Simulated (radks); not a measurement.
Results of a calculation; reference values are marked as such.
Problem. The mean radii <r> (bohr) of the occupied orbitals of an atom or ion are listed with their occupations. Level of theory: Dirac Kohn-Sham, PBEsol, spin-unpolarised, spherical densities, point nucleus (a radial shooting solver on a logarithmic mesh with Libxc functionals).

orbital  occ.      <r>
1s1/2       2  0.01605
2s1/2       2  0.06691
2p1/2       2  0.05488
2p3/2       4  0.06380
3s1/2       2   0.1740
3p1/2       2   0.1645
3p3/2       4   0.1807
3d3/2       4   0.1570
3d5/2       6   0.1619
4s1/2       2   0.3842
4p1/2       2   0.3854
4p3/2       4   0.4200
4d3/2       4   0.4247
4d5/2       6   0.4358
5s1/2       2   0.8539
4f5/2       6   0.4509
4f7/2       8   0.4572
5p1/2       2   0.9125
5p3/2       4    1.005
5d3/2       4    1.281
5d5/2       6    1.332
6s1/2       2    2.332
6p1/2       2    3.070

Name the element and its charge. Open shells, if any, fill j = l - 1/2 first.

Solution. Z = 82, lead, charge 0: Pb in [Hg] 6p2. The 1s radius gives Z: for a bare nucleus <r> = (2 gamma + 1)/(2Z) with gamma = sqrt(1 - (Z/c)^2), 0.01587 bohr for Z = 82, and screening makes it slightly larger (0.01605 here). The occupations add up to 82, and the charge is Z minus that.
